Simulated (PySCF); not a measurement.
**Löwdin shares of the frontier orbitals**

Species: (MgTe)5 ring, Mg5Te5.
Geometry (PBE0-D3(BJ)/def2-SVP, Å), atoms numbered from 1 in this order:
```xyz
10
Mg5Te5 angstrom
Mg    -1.515   -2.117    1.753
Te     0.557   -1.954    3.331
Mg     2.029   -1.945    1.177
Te     3.264   -1.724   -1.113
Mg     2.849    0.845   -0.903
Te     2.262    3.344   -0.461
Mg    -0.222    2.885   -1.123
Te    -2.710    2.599   -1.841
Mg    -2.943    0.206   -0.826
Te    -3.447   -2.216    0.011
```

Computed, not measured: PySCF, TDDFT wB97X-D/def2-SVPD, vertical, gas phase, core orbitals frozen in the response, def2 core potentials past Kr. Spin–orbit coupling is left out.

Frontier orbitals with the atoms that hold most of them (Löwdin shares over 4%, at most four atoms; ? is withheld):

```csv
orbital,ε (eV),atoms
HOMO-3,-8.28,"Te4 43%, Te2 26%, Mg3 10%, Mg5 7%"
HOMO-2,-8.24,"Te2 33%, Te8 21%, Te4 21%, Mg3 7%"
HOMO-1,-8.22,"Te6 39%, Te10 31%, Mg5 6%, Mg7 5%"
HOMO,?,?
LUMO,-1.18,?
LUMO+1,-0.52,"Mg3 17%, Mg5 14%, Mg1 14%, Mg7 10%"
LUMO+2,-0.24,"Mg5 17%, Mg1 17%, Mg7 11%, Mg9 10%"
```

Give the leading atoms of the LUMO.

Mg9 (bonded to 2 Te) 15%; Mg7 (bonded to 2 Te) 14%; Mg1 (bonded to 2 Te) 10%; Mg5 (bonded to 2 Te) 10%.

Give the leading atoms of the HOMO.

Te8 (bonded to 2 Mg) 35%; Te10 (bonded to 2 Mg) 24%; Te6 (bonded to 2 Mg) 15%; Mg9 (bonded to 2 Te) 8%. By element: tellurium 74% or more, magnesium 8% or more.

What is the HOMO energy, and the HOMO–LUMO gap?

ε(HOMO) = -8.05 eV; the gap is 6.87 eV (0.2525 hartree).

How does S1 compare with the orbital gap of 6.87 eV?

S1 is at 3.27 eV (f = 0.0020), 3.60 eV below the gap, made of HOMO→LUMO (75%). 

Next come S2 at 3.46 eV (f 0.0077), HOMO-1→LUMO (64%), HOMO→LUMO+2 (11%); S3 at 3.51 eV (f 0.044), HOMO-2→LUMO (53%), HOMO-4→LUMO (13%); S4 at 3.60 eV (f 0.033), HOMO-3→LUMO (61%), HOMO-3→LUMO+3 (10%); S5 at 3.64 eV (f 0.013), HOMO-4→LUMO (53%), HOMO-2→LUMO (10%).

Hardware: an Intel Xeon at 2.50 GHz with one thread (shared host). Cost: 39 min (grids of density and orbitals included), 1.8 GiB resident at most.
